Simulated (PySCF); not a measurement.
Species: C5H5F3N2.
SMILES: `Cc1cc(C(F)(F)F)[nH]n1`

Method used: TDDFT CAM-B3LYP/def2-SVPD, vertical, gas phase, core orbitals frozen in the response (PySCF). Geometry: GFN2-xTB; no solvent, vibrations or thermal averaging. Torsions of this conformer, `[CH3:1][c:2]1[cH:3][c:4]([C:5]([F:6])([F:7])[F:8])[nH:9][n:10]1`: C3–C4–C5–F6 108°.

Orbital energies (eV): HOMO-3 -12.41, HOMO-2 -10.22, HOMO-1 -9.29, HOMO -9.05, LUMO 0.57, LUMO+1 1.24, LUMO+2 1.55.

Computed singlets:

| state | E (eV) | f |
| --- | --- | --- |
| S1 | 6.44 | 0.065 |
| S2 | 6.66 | 0.0049 |
| S3 | 6.82 | 0.178 |
| S4 | 7.41 | 0.0007 |
| S5 | 7.64 | 0.0098 |
| S6 | 7.80 | 0.0001 |
| S7 | 8.09 | 0.085 |
| S8 | 8.12 | 0.321 |

Q: Assign a leading configuration to S1, S2, S3, S4, S5, S6 and S7 and set E beside the orbital difference Δε.

A: 

```json
{"state": "S1", "leading configuration": "HOMO→LUMO", "weight": "0.81", "Δε (eV)": "9.62", "E (eV)": "6.44", "E − Δε (eV)": "-3.17", "f": "0.065", "other configurations": "H-1→L (9%)"}
{"state": "S2", "leading configuration": "HOMO-2→LUMO", "weight": "0.92", "Δε (eV)": "10.78", "E (eV)": "6.66", "E − Δε (eV)": "-4.12", "f": "0.0049", "other configurations": "–"}
{"state": "S3", "leading configuration": "HOMO-1→LUMO", "weight": "0.82", "Δε (eV)": "9.86", "E (eV)": "6.82", "E − Δε (eV)": "-3.04", "f": "0.178", "other configurations": "H→L (10%)"}
{"state": "S4", "leading configuration": "HOMO→LUMO+1", "weight": "0.87", "Δε (eV)": "10.29", "E (eV)": "7.41", "E − Δε (eV)": "-2.88", "f": "0.0007", "other configurations": "–"}
{"state": "S5", "leading configuration": "HOMO-1→LUMO+1", "weight": "0.84", "Δε (eV)": "10.53", "E (eV)": "7.64", "E − Δε (eV)": "-2.89", "f": "0.0098", "other configurations": "H→L+2 (8%)"}
{"state": "S6", "leading configuration": "HOMO→LUMO+2", "weight": "0.80", "Δε (eV)": "10.60", "E (eV)": "7.80", "E − Δε (eV)": "-2.79", "f": "0.0001", "other configurations": "H-1→L+1 (8%)"}
{"state": "S7", "leading configuration": "HOMO-1→LUMO+2", "weight": "0.62", "Δε (eV)": "10.84", "E (eV)": "8.09", "E − Δε (eV)": "-2.75", "f": "0.085", "other configurations": "H→L+4 (15%), H-1→L+3 (13%)"}
```

E − Δε runs from -4.12 to -2.75 eV. By orbital difference alone the order would be S1, S3, S4, S5, S6, S2, S7.

H and L stand for HOMO and LUMO. The other states: S8 8.12 eV, f 0.321, H→L+4 (63%), H-1→L+2 (15%), H-1→L+4 (10%).

Q: Which computed triplets share their leading configuration (75% or more) with a singlet, and how far apart are the partners?

A: 

```json
{"configuration": "HOMO-2→LUMO", "triplet": "T3", "E(T) (eV)": "5.88", "singlet": "S2", "E(S) (eV)": "6.66", "E(S) − E(T) (eV)": "+0.78"}
```

The 3 triplets are Tamm–Dancoff values, the singlets full response.

Summed over the main configurations (up to three a state, each over 8%) of all 8 singlets, the electron leaves HOMO with weight 3.44, HOMO-1 with weight 2.83 and HOMO-2 with weight 0.92.
